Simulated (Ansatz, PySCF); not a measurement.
H4PSi, SMILES [SiH3][PH], multiplicity 2. Atoms are numbered in the order given.

```xyz
6

Si     0.0023    -1.0520     0.0000
P     -0.0880     1.1951     0.0000
H      0.7174    -1.5439     1.2090
H     -1.3784    -1.5990     0.0000
H      0.7174    -1.5439    -1.2090
H      1.3353     1.2818     0.0000
```
Charge 0, spin multiplicity 2.

Coordinates come from a PBE0-D3(BJ)/def2-TZVP optimisation. The isomer is the one that the SMILES or the coordinates give; other isomers of the formula were not compared.

Two levels are set side by side: PBE-D3(BJ)/def2-TZVP (Ansatz, an electronic-structure program) and PBE0-D3(BJ)/def2-TZVP (Ansatz). Each level has its own optimised geometry; the coordinates shown are those of the second. Frequencies come from the Hessian of PySCF at each geometry. Differences are taken from unrounded values.

```
quantity                            PBE0-D3(BJ)  PBE-D3(BJ)  PBE-D3(BJ) minus PBE0-D3(BJ)
----------------------------------  -----------  ----------  ----------------------------
mean bond length (Å)                      1.627       1.638                         0.010
bond Si1–P2 (Å)                           2.249       2.259                         0.011
bond Si1–H3 (Å)                           1.488       1.499                         0.010
bond Si1–H4 (Å)                           1.485       1.494                         0.009
bond Si1–H5 (Å)                           1.488       1.499                         0.010
bond P2–H6 (Å)                            1.426       1.438                         0.012
highest harmonic wavenumber (cm⁻¹)         2381        2297                           -84
mean harmonic wavenumber (cm⁻¹)            1181        1140                           -40
zero-point energy (kcal/mol)              20.25       19.56                         -0.69
```

GGA bonds tend to be longer and softer than those of functionals with exact exchange. Differences between two approximate levels are no errors against the true value.
